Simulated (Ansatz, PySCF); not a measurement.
C₃H₅BO₃, SMILES OB(O)C1=COC1. Atoms are numbered in the order given.

```xyz
12

O      2.0201    -0.5246    -0.9659
B      1.2086     0.3222    -0.2696
O      1.7773     1.5036     0.1039
C     -0.2603    -0.0384     0.0720
C     -1.3069     0.5116     0.7330
O     -2.2389    -0.4602     0.5701
C     -1.2206    -1.1870    -0.1711
H      1.5850    -1.3456    -1.2051
H      1.1721     2.0728     0.5838
H     -1.5500     1.4220     1.2905
H     -0.9995    -2.1450     0.3257
H     -1.5528    -1.3576    -1.2074
```

Coordinates come from a PBE0-D3(BJ)/def2-SVP optimisation. The structure was generated by enumeration, and PubChem lists no compound with its InChIKey, so it may never have been made. One conformer was computed; it need not be the lowest.

Two levels are set side by side: PBE-D3(BJ)/def2-SVP (Ansatz, an electronic-structure program) and PBE0-D3(BJ)/def2-SVP (Ansatz). Each level has its own optimised geometry; the coordinates shown are those of the second. Frequencies come from the Hessian of PySCF at each geometry. Differences are taken from unrounded values.

```
quantity                            PBE0-D3(BJ)
----------------------------------  -----------
mean bond length (Å)                      1.265
bond O1–B2 (Å)                            1.364
bond B2–O3 (Å)                            1.363
bond B2–C4 (Å)                            1.551
bond C4–C5 (Å)                            1.355
bond C4–C7 (Å)                            1.517
bond C5–O6 (Å)                            1.356
bond O6–C7 (Å)                            1.454
bond O1–H8 (Å)                            0.959
bond O3–H9 (Å)                            0.960
bond C5–H10 (Å)                           1.095
bond C7–H11 (Å)                           1.102
bond C7–H12 (Å)                           1.101
highest harmonic wavenumber (cm⁻¹)         3957
mean harmonic wavenumber (cm⁻¹)            1301
zero-point energy (kcal/mol)              55.80
```

**Question.** What does PBE-D3(BJ) give, and how far is it from PBE0-D3(BJ)? (Estimate from the structure and the level; the computed values follow.)

**Answer.** 
| quantity | PBE-D3(BJ) | PBE-D3(BJ) minus PBE0-D3(BJ) |
|---|---|---|
| mean bond length (Å) | 1.276 | 0.011 |
| bond O1–B2 (Å) | 1.377 | 0.013 |
| bond B2–O3 (Å) | 1.376 | 0.013 |
| bond B2–C4 (Å) | 1.552 | 0.002 |
| bond C4–C5 (Å) | 1.368 | 0.013 |
| bond C4–C7 (Å) | 1.525 | 0.008 |
| bond C5–O6 (Å) | 1.373 | 0.016 |
| bond O6–C7 (Å) | 1.476 | 0.022 |
| bond O1–H8 (Å) | 0.971 | 0.011 |
| bond O3–H9 (Å) | 0.971 | 0.011 |
| bond C5–H10 (Å) | 1.103 | 0.008 |
| bond C7–H11 (Å) | 1.110 | 0.009 |
| bond C7–H12 (Å) | 1.110 | 0.009 |
| highest harmonic wavenumber (cm⁻¹) | 3788 | -169 |
| mean harmonic wavenumber (cm⁻¹) | 1250 | -51 |
| zero-point energy (kcal/mol) | 53.62 | -2.18 |

GGA bonds tend to be longer and softer than those of functionals with exact exchange. Differences between two approximate levels are no errors against the true value.
